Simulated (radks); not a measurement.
Values are calculated unless marked as measured or tabulated.
Q: Radial electron density D(r) = 4 pi r^2 rho(r) of an atom or ion with 6 electrons. Level of theory: non-relativistic Kohn-Sham, r2SCAN, spin-unpolarised, spherical densities, point nucleus; meta-GGA in the generalised Kohn-Sham scheme (a radial shooting solver on a logarithmic mesh with Libxc functionals).

```
   r/bohr * D(r) (the largest magnitude, 14.5, reaches the edge; | marks zero)
 0.006744 |  *
 0.007604 |  *
 0.008505 |   *
 0.009513 |    *
  0.01064 |     *
   0.0119 |      *
  0.01331 |        *
  0.01489 |         *
  0.01665 |           *
  0.01863 |              *
  0.02083 |                *
  0.02349 |                   *
  0.02628 |                       *
  0.02939 |                          *
  0.03287 |                              *
  0.03677 |                                  *
  0.04113 |                                       *
    0.046 |                                           *
  0.05145 |                                              *
  0.05755 |                                                  *
  0.06437 |                                                    *
    0.072 |                                                      *
  0.08118 |                                                      *
   0.0908 |                                                     *
   0.1016 |                                                  *
   0.1136 |                                               *
   0.1271 |                                          *
   0.1421 |                                     *
    0.159 |                                *
   0.1778 |                           *
   0.1989 |                       *
   0.2224 |                     *
   0.2508 |                     *
   0.2805 |                      *
   0.3138 |                        *
   0.3509 |                          *
   0.3925 |                            *
   0.4391 |                            *
   0.4911 |                           *
   0.5493 |                        *
   0.6144 |                    *
   0.6872 |               *
   0.7686 |          *
   0.8667 |      *
   0.9694 |   *
    1.084 | *
    1.213 |*
    1.356 *
    1.517 *
    1.697 *
    1.898 *
    2.123 *
```

What is the nuclear charge?

A: Z = 13. The innermost maximum, from 1s, lies near 1/Z = 0.0769 bohr (found: 0.0780), and its height grows with Z. The density is that of the aluminium ion Al7+ in [He] 2s2 2p2; the configuration itself is not fixed sharply by these data, and Z only to about a unit. D(r) has 2 maxima, at r = 0.0780, 0.425 bohr, and minima at 0.241 bohr, inside which lie 2.20 electrons.
